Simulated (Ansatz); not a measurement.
Born–Oppenheimer molecular dynamics of C$_{2}$H$_{5}$OSi (9 atoms, charge 1, multiplicity 1). It starts at the highest image of a converged band. Of that band: Neighbouring images differ by up to 3.2 eV, so the band resolves the path poorly. A vibrational analysis at the climbing image gives one clearly imaginary mode, 2162i cm⁻¹: a first-order saddle point.

All numbers below come from UKS B3LYP-D4/def2-SVP (Ansatz 0.2.0).

```
ensemble                      : NVE (velocity Verlet)
time step                     : 0.5 fs
steps asked                   : 200
starting velocities drawn for : 300 K
seed                          : 7253
```

Frames 2.5 fs apart, positions in Å, forces in eV/Å.

Velocities at 25 fs (Å/ps):

```
C 6.53 0.90 -18.13
O -8.92 5.82 12.36
C 0.85 0.67 -13.84
Si 5.20 -4.87 0.91
H -23.37 -24.75 84.88
H 6.03 32.61 11.32
H 0.52 2.23 10.75
H -33.85 20.93 18.40
H -40.65 -6.55 34.06
```

```xyz
9
Properties=species:S:1:pos:R:3:forces:R:3 time_fs=25 energy_less_start_eV=-1.121 T=1552
C -0.726 1.618 -0.003 11.38 -5.48 -7.17
O 0.282 0.532 0.418 -1.42 -4.57 1.11
C 0.283 -0.679 -0.189 -0.88 3.60 1.75
Si 1.428 -2.105 0.703 -0.33 -0.13 -0.72
H -1.552 2.052 0.079 -8.30 3.10 3.56
H 0.117 2.237 -0.275 -0.24 1.78 0.41
H -0.742 1.103 -1.013 -1.42 1.26 0.20
H -0.509 -0.755 -1.002 0.87 -0.02 0.34
H 0.292 -3.067 0.163 0.34 0.47 0.51
9
Properties=species:S:1:pos:R:3:forces:R:3 time_fs=27.5 energy_less_start_eV=-2.612 T=3177
C -0.690 1.612 -0.062 0.63 1.03 -0.14
O 0.258 0.538 0.450 -0.72 -4.35 -0.83
C 0.283 -0.668 -0.218 -0.85 3.90 3.15
Si 1.440 -2.117 0.704 -0.90 -0.13 -0.91
H -1.745 2.028 0.378 2.79 -1.60 -0.03
H 0.117 2.361 -0.234 -1.01 0.49 0.42
H -0.785 1.138 -0.998 -1.45 0.20 -1.90
H -0.566 -0.706 -0.951 0.83 -0.23 -0.27
H 0.205 -3.066 0.264 0.69 0.69 0.51
9
Properties=species:S:1:pos:R:3:forces:R:3 time_fs=30 energy_less_start_eV=-2.187 T=2716
C -0.646 1.609 -0.125 -1.46 1.59 3.44
O 0.230 0.528 0.479 -0.42 -2.89 -2.84
C 0.279 -0.638 -0.232 -0.22 2.95 4.18
Si 1.451 -2.130 0.704 -1.06 0.16 -0.92
H -1.835 1.939 0.689 3.98 -1.28 -2.46
H 0.059 2.514 -0.169 -1.17 -1.07 0.07
H -0.911 1.193 -1.079 -0.64 0.26 -0.81
H -0.577 -0.669 -0.916 0.34 -0.28 -1.02
H 0.157 -3.026 0.395 0.64 0.58 0.36
9
Properties=species:S:1:pos:R:3:forces:R:3 time_fs=32.5 energy_less_start_eV=-2.129 T=2653
C -0.610 1.612 -0.171 -3.86 0.40 3.42
O 0.201 0.507 0.497 0.02 -0.86 -3.75
C 0.273 -0.593 -0.225 -0.08 0.82 3.71
Si 1.459 -2.142 0.701 -0.77 0.67 -0.85
H -1.695 1.774 0.860 3.15 -0.41 -3.43
H -0.063 2.607 -0.101 -0.24 -1.40 -0.31
H -1.069 1.264 -1.200 1.08 0.72 1.99
H -0.563 -0.649 -0.938 0.52 -0.16 -0.96
H 0.145 -2.953 0.547 0.19 0.20 0.18
9
Properties=species:S:1:pos:R:3:forces:R:3 time_fs=35 energy_less_start_eV=-2.584 T=3149
C -0.593 1.618 -0.200 -5.01 -0.70 4.32
O 0.172 0.483 0.502 0.94 1.80 -3.02
C 0.267 -0.545 -0.200 -0.14 -2.79 1.31
Si 1.466 -2.152 0.697 -0.33 1.16 -0.84
H -1.372 1.587 0.829 0.95 0.81 -3.47
H -0.197 2.626 -0.049 1.15 -0.26 -0.39
H -1.169 1.374 -1.216 1.69 0.10 2.12
H -0.516 -0.637 -1.013 1.15 0.08 -0.15
H 0.143 -2.867 0.711 -0.41 -0.19 0.13
9
Properties=species:S:1:pos:R:3:forces:R:3 time_fs=37.5 energy_less_start_eV=-1.501 T=1950
C -0.598 1.621 -0.210 1.17 1.22 -1.46
O 0.148 0.466 0.496 2.65 4.10 -0.90
C 0.261 -0.511 -0.169 0.66 -7.13 -1.84
Si 1.472 -2.161 0.691 -0.51 1.21 -0.83
H -1.022 1.446 0.629 -6.97 1.16 5.26
H -0.266 2.626 -0.021 1.83 0.44 -0.35
H -1.177 1.486 -1.117 0.40 -0.99 -0.46
H -0.404 -0.621 -1.099 1.14 0.22 0.43
H 0.121 -2.791 0.882 -0.37 -0.22 0.16
9
Properties=species:S:1:pos:R:3:forces:R:3 time_fs=40 energy_less_start_eV=-1.479 T=1924
C -0.599 1.631 -0.221 1.34 1.83 5.02
O 0.132 0.464 0.486 2.55 5.21 -0.01
C 0.258 -0.512 -0.146 1.89 -8.47 -2.91
Si 1.476 -2.167 0.683 -1.39 0.97 -0.57
H -1.031 1.375 0.678 -5.11 2.34 1.80
H -0.231 2.644 -0.013 1.26 -0.44 -0.28
H -1.166 1.542 -1.054 -1.39 -1.56 -3.41
H -0.227 -0.594 -1.163 0.49 0.10 0.34
H 0.080 -2.727 1.063 0.35 0.00 0.02
9
Properties=species:S:1:pos:R:3:forces:R:3 time_fs=42.5 energy_less_start_eV=-2.423 T=2972
C -0.596 1.649 -0.213 -3.78 -0.36 5.82
O 0.126 0.480 0.476 0.61 3.24 -0.99
C 0.264 -0.553 -0.137 2.40 -4.41 -1.10
Si 1.478 -2.170 0.674 -2.11 0.84 -0.14
H -1.343 1.425 0.866 0.62 2.23 -3.55
H -0.123 2.639 -0.022 0.40 -0.88 -0.28
H -1.210 1.513 -1.149 1.17 -0.64 0.54
H -0.021 -0.561 -1.208 -0.26 -0.15 -0.02
H 0.059 -2.664 1.243 0.96 0.12 -0.27
9
Properties=species:S:1:pos:R:3:forces:R:3 time_fs=45 energy_less_start_eV=-2.406 T=2959
C -0.610 1.666 -0.177 -4.51 -1.15 2.59
O 0.122 0.508 0.462 -0.24 -0.70 -1.47
C 0.282 -0.616 -0.133 2.04 0.79 -0.01
Si 1.475 -2.172 0.665 -2.24 0.84 0.26
H -1.634 1.606 0.862 2.89 0.93 -3.45
H 0.011 2.584 -0.048 -0.35 -0.62 -0.25
H -1.197 1.446 -1.228 2.00 0.31 2.44
H 0.172 -0.537 -1.250 -0.68 -0.46 0.41
H 0.093 -2.594 1.408 1.10 0.06 -0.51
9
Properties=species:S:1:pos:R:3:forces:R:3 time_fs=47.5 energy_less_start_eV=-2.844 T=3439
C -0.645 1.677 -0.128 -2.80 -0.61 0.68
O 0.117 0.534 0.443 -0.47 -3.61 -0.61
C 0.311 -0.675 -0.131 1.42 4.13 0.00
Si 1.468 -2.172 0.656 -1.71 0.85 0.51
H -1.758 1.842 0.657 3.83 -0.36 -2.23
H 0.123 2.493 -0.088 -1.05 -0.16 -0.10
H -1.072 1.394 -1.173 1.00 0.59 1.47
H 0.324 -0.540 -1.269 -0.99 -0.72 0.79
H 0.191 -2.521 1.543 0.77 -0.12 -0.52
9
Properties=species:S:1:pos:R:3:forces:R:3 time_fs=50 energy_less_start_eV=-2.800 T=3383
C -0.693 1.686 -0.075 2.65 0.40 -0.97
O 0.111 0.546 0.421 -0.49 -5.23 1.18
C 0.346 -0.715 -0.127 0.53 5.56 0.41
Si 1.457 -2.170 0.648 -0.62 0.81 0.46
H -1.669 2.059 0.329 0.94 -0.87 1.18
H 0.174 2.393 -0.134 -1.28 0.48 0.21
H -0.891 1.371 -1.048 -0.70 -0.16 -2.45
H 0.419 -0.584 -1.245 -1.12 -0.67 0.17
H 0.333 -2.456 1.649 0.08 -0.33 -0.20
9
Properties=species:S:1:pos:R:3:forces:R:3 time_fs=52.5 energy_less_start_eV=-1.288 T=1727
C -0.727 1.694 -0.028 7.86 -2.60 -5.39
O 0.103 0.540 0.405 -0.37 -5.69 2.66
C 0.384 -0.727 -0.122 -0.54 5.66 1.20
Si 1.445 -2.167 0.641 0.50 0.66 0.22
H -1.555 2.247 0.067 -4.50 1.14 3.09
H 0.156 2.323 -0.167 -0.29 1.24 0.48
H -0.744 1.347 -1.040 -1.07 0.35 -1.67
H 0.447 -0.667 -1.212 -1.06 -0.35 -0.84
H 0.480 -2.409 1.743 -0.54 -0.41 0.25
```

Of the whole run (100 fs, mean temperature of the second half 2383 K): The conserved energy stayed within 2.8 meV per atom of its start (net change -0.32 meV per atom), so there is no drift, though single steps change it by up to 22 meV in the whole system, a sign of fast motions only just resolved. The kinetic energy rose, since the run started high on the potential surface and went downhill. A run of 0.1 ps of so small a system gives no equilibrium averages. The orbitals were unrestricted but ended closed-shell.

Run time: 5.6 min on 2 threads of INTEL(R) XEON(R) PLATINUM 8581C CPU @ 2.30GHz (Emerald Rapids), with other jobs on the host, peak memory 0.26 GiB.
